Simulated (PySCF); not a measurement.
GeSe (SMILES [Ge]=[Se]), singlet, geometry from GFN2-xTB; LC-WPBE/6-31G, TDA triplets in PySCF.

Here is a job for PySCF.
```python
from pyscf import gto, scf, dft, tdscf

mol = gto.M(
    atom='''
Ge   -0.00000000   -0.00000000   -1.10899717
Se    0.00000000    0.00000000    1.04376205
''',
    basis='6-31g',
    verbose=4,
)

mf = dft.RKS(mol)
mf.xc = 'lc_wpbe'
mf.kernel()
td = mf.TDA()
td.nstates = 5
td.singlet = False
td.kernel()
td.analyze()
```

Task: Predict the main parts of the log of this PySCF run.

Result: 
```
PySCF version 2.14.0

[INPUT] verbose = 4
[INPUT] num. atoms = 2
[INPUT] num. electrons = 66
[INPUT] charge = 0
[INPUT] spin (= nelec alpha-beta = 2S) = 0
[INPUT] symmetry False subgroup None
[INPUT] Mole.unit = angstrom
[INPUT] Symbol           X                Y                Z      unit          X                Y                Z       unit  Magmom
[INPUT]  1 Ge     0.000000000000   0.000000000000  -1.108997170000 AA    0.000000000000   0.000000000000  -2.095700924218 Bohr   0.0
[INPUT]  2 Se     0.000000000000   0.000000000000   1.043762050000 AA    0.000000000000   0.000000000000   1.972424413715 Bohr   0.0

nuclear repulsion = 267.445053832337
number of shells = 22
number of NR pGTOs = 180
number of NR cGTOs = 54
basis = 6-31g
ecp = {}

******** <class 'pyscf.dft.rks.RKS'> ********
method = RKS
initial guess = minao
damping factor = 0
level_shift factor = 0
DIIS = <class 'pyscf.scf.diis.CDIIS'>
diis_start_cycle = 1
diis_space = 8
diis_damp = 0
SCF conv_tol = 1e-09
SCF conv_tol_grad = None
SCF max_cycles = 50
direct_scf = True
direct_scf_tol = 1e-13
XC library pyscf.dft.libxc version 7.1.2
    S. Lehtola, C. Steigemann, M. J. T. Oliveira, and M. A. L. Marques,  SoftwareX 7, 1–5 (2018)
XC functionals = lc_wpbe
    O. A. Vydrov and G. E. Scuseria,  J. Chem. Phys. 125, 234109 (2006)
radial grids:
    Treutler-Ahlrichs [JCP 102, 346 (1995); DOI:10.1063/1.469408] (M4) radial grids

becke partition: Becke, JCP 88, 2547 (1988); DOI:10.1063/1.454033
pruning grids: <function nwchem_prune>
grids dens level: 3
symmetrized grids: False
atomic radii adjust function: <function treutler_atomic_radii_adjust>
small_rho_cutoff = 0
Set gradient conv threshold to 3.16228e-05
Initial guess from minao.
tot grids = 41064
init E= -4475.66711012492
  HOMO = -0.303766730339289  LUMO = -0.0806394854959672  gap/eV = 6.07160
cycle= 1 E= -4477.1223167137  delta_E= -1.46  |g|= 0.433  |ddm|= 1.77
  HOMO = -0.310068074583564  LUMO = -0.051245856143262  gap/eV = 7.04291
cycle= 2 E= -4477.05763335565  delta_E= 0.0647  |g|= 0.68  |ddm|= 1.67
  HOMO = -0.3617662761531  LUMO = -0.0347010695392722  gap/eV = 8.89990
cycle= 3 E= -4477.20836758707  delta_E= -0.151  |g|= 0.0366  |ddm|= 0.894
  HOMO = -0.369703879614725  LUMO = -0.0294992277932756  gap/eV = 9.25744
cycle= 4 E= -4477.20866201298  delta_E= -0.000294  |g|= 0.0131  |ddm|= 0.0517
  HOMO = -0.371145477245462  LUMO = -0.0275236255673301  gap/eV = 9.35043
cycle= 5 E= -4477.20869693121  delta_E= -3.49e-05  |g|= 0.00243  |ddm|= 0.0247
  HOMO = -0.371041571088037  LUMO = -0.0276022761542538  gap/eV = 9.34546
cycle= 6 E= -4477.20870055662  delta_E= -3.63e-06  |g|= 0.0005  |ddm|= 0.0117
  HOMO = -0.371072990985365  LUMO = -0.0277021317399328  gap/eV = 9.34360
cycle= 7 E= -4477.20870044884  delta_E= 1.08e-07  |g|= 0.000243  |ddm|= 0.00215
  HOMO = -0.371057396647621  LUMO = -0.0277452584994099  gap/eV = 9.34200
cycle= 8 E= -4477.2087007028  delta_E= -2.54e-07  |g|= 4.62e-05  |ddm|= 0.000694
  HOMO = -0.371060479090811  LUMO = -0.0277459521116347  gap/eV = 9.34206
cycle= 9 E= -4477.20870070574  delta_E= -2.94e-09  |g|= 1.57e-05  |ddm|= 0.000256
  HOMO = -0.37105648116904  LUMO = -0.0277466295646821  gap/eV = 9.34194
cycle= 10 E= -4477.20870070599  delta_E= -2.57e-10  |g|= 2.02e-06  |ddm|= 8.81e-05
  HOMO = -0.371056873028471  LUMO = -0.0277468738291556  gap/eV = 9.34194
Extra cycle  E= -4477.20870070599  delta_E= 9.09e-13  |g|= 9.36e-07  |ddm|= 1.03e-05
converged SCF energy = -4477.20870070599

******** <class 'pyscf.tdscf.rks.TDA'> for <class 'pyscf.dft.rks.RKS'> ********
nstates = 5 triplet
deg_eia_thresh = 1.000e-03
wfnsym = None
conv_tol = 1e-05
eigh lindep = 1e-12
eigh level_shift = 0
eigh max_cycle = 100

Excitation energies (eV)
[2.67384142 2.76970317 2.76970317 3.02392912 3.02393533]

** Triplet excitation energies and oscillator strengths **
Excited State   1:      2.67384 eV    463.69 nm  f=0.0000
      32 -> 34       -0.49651
      33 -> 35       -0.49651
Excited State   2:      2.76970 eV    447.64 nm  f=0.0000
      31 -> 34        0.69787
Excited State   3:      2.76970 eV    447.64 nm  f=0.0000
      31 -> 35       -0.69787
Excited State   4:      3.02393 eV    410.01 nm  f=0.0000
      32 -> 35        0.49379
      33 -> 34        0.49379
Excited State   5:      3.02394 eV    410.01 nm  f=0.0000
      32 -> 34        0.49379
      33 -> 35       -0.49379

** Transition electric dipole moments (AU) **
state          X           Y           Z        Dip. S.      Osc.
  1         0.0000      0.0000      0.0000      0.0000      0.0000
  2         0.0000      0.0000      0.0000      0.0000      0.0000
  3         0.0000      0.0000      0.0000      0.0000      0.0000
  4         0.0000      0.0000      0.0000      0.0000      0.0000
  5         0.0000      0.0000      0.0000      0.0000      0.0000

** Transition velocity dipole moments (imaginary part, AU) **
state          X           Y           Z        Dip. S.      Osc.
  1        -0.0000     -0.0000     -0.0000      0.0000      0.0000
  2        -0.0000     -0.0000     -0.0000      0.0000      0.0000
  3        -0.0000     -0.0000     -0.0000      0.0000      0.0000
  4        -0.0000     -0.0000     -0.0000      0.0000      0.0000
  5        -0.0000     -0.0000     -0.0000      0.0000      0.0000

** Transition magnetic dipole moments (imaginary part, AU) **
state          X           Y           Z
  1        -0.0000     -0.0000     -0.0000
  2        -0.0000     -0.0000     -0.0000
  3        -0.0000     -0.0000     -0.0000
  4        -0.0000     -0.0000     -0.0000
  5        -0.0000     -0.0000     -0.0000
```
